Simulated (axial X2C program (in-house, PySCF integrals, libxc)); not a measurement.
**ZrSn: properties at the nuclei**

Computed with an in-house all-electron X2C program for linear molecules (integrals from PySCF): two-component X2C with atomic mean-field Coulomb and Gaunt terms, Gaussian nuclei, basis Sn dyall-cv3z, Zr dyall-cv3z with contracted cores.

R = 2.778 Å (near the PBE0 minimum at charge 0 of the determinant lowest at the starting distance; the state shown can have its own minimum elsewhere).

Determinant lowest in the PBE0 search, Ω = 4 (⟨Sz⟩ = 2.00, ⟨Lz⟩ = 2.00 at PBE0), spin on the atoms Sn 0.61, Zr 1.39:

```
    level  Eeff magnitude (GV/cm)  Ws magnitude Sn (kHz)  Ws magnitude Zr (kHz)  A∥/gI Sn (MHz)  qzz Sn (a.u.)  A∥/gI Zr (MHz)  qzz Zr (a.u.)  μ (D)
     PBE0                   0.155                  0.182                 0.0552            -142          -5.08             229          -0.35   3.27
    TPSSh                   0.149                  0.134                 0.0528            -127          -5.15             235          -0.42   3.20
    PBE50                    1.43                  0.292                 0.0127            -169          -4.53             192          -0.20   3.91
BHandHLYP                    1.92                  0.363                 0.0153            -150          -3.78             163          -0.19   3.43
```

Determinant 0.31 eV from it at PBE0 and this distance, Ω = 2 (⟨Sz⟩ = 1.01, ⟨Lz⟩ = 0.99 at PBE0), spin on the atoms Sn -0.16, Zr 1.17:

| level | Eeff magnitude (GV/cm) | Ws magnitude Sn (kHz) | Ws magnitude Zr (kHz) | A∥/gI Sn (MHz) | qzz Sn (a.u.) | A∥/gI Zr (MHz) | qzz Zr (a.u.) | μ (D) |
| --- | --- | --- | --- | --- | --- | --- | --- | --- |
| PBE0 | 1.83 | 0.152 | 0.221 | 311 | -3.79 | 343 | -2.51 | 3.33 |
| HF | 3.97 | 1.22 | 0.119 | 191 | -5.80 | 562 | -3.30 | 3.31 |
| TPSSh | 2.12 | 0.185 | 0.268 | 258 | -3.71 | 365 | -2.53 | 3.37 |
| PBE50 | 2.32 | 0.285 | 0.227 | 354 | -5.08 | 408 | -2.61 | 4.02 |
| BHandHLYP | 0.898 | 0.194 | 0.0622 | 302 | -3.81 | 251 | -2.47 | 3.18 |

Eeff is the effective electric field on the electron electric dipole moment in this Ω state and Ws the scalar–pseudoscalar constant of the nucleus named (defined with the proton number Z and per Ω); A∥ (defined per Ω) follows by multiplying with gI = μI/(I μN); qzz is the electric field gradient, eQq0 = 234.96 MHz × Q/barn × qzz; μ is positive if the Zr end (last atom) is positive. The operators were transformed with the bare-nucleus X2C matrices; with these basis sets, hyperfine constants and field gradients can be off by tens of per cent, and where levels differ in sign neither size nor sign is settled.

Problem. With gI(119Sn) = -2.0946, gI(91Zr) = -0.5214 (g factors from the IAEA table of nuclear moments by Stone), turn the PBE0 values of the first state into constants in MHz.

Solution. A∥(119Sn) = -142 × -2.0946 = 297 MHz; A∥(91Zr) = 229 × -0.5214 = -119 MHz.

Each state is one determinant with collinear spin, which with several unpaired electrons need not be a pure state. Unrestricted Hartree–Fock can overshoot spin polarisation at the nuclei. In the state Ω = 4 the sign of Eeff differs between levels (TPSSh against PBE0). With several open shells hyperfine constants can be off by a factor of several. Where Eeff spreads by more than a factor of two the levels disagree and none is to be relied on. Open-shell Ω = 0 determinants with evenly filled partner blocks cannot be reached by this program, so the Ω shown need not be the lowest component. Left out as unconverged or as another state under the same occupation: HF in at least one table. States lie within half an eV, so the first need not be the ground state. The sign of Ws at Zr differs between levels in the first state. The sign of Ws at Zr differs between levels in the second state. Further determinants of the search, some of them spin-mixed, are not shown. Where a field gradient or hyperfine factor spreads by more than a factor of two over the levels, a constant derived from it is not to be relied on. PBE0 term energies can be off by some tenths of an eV.
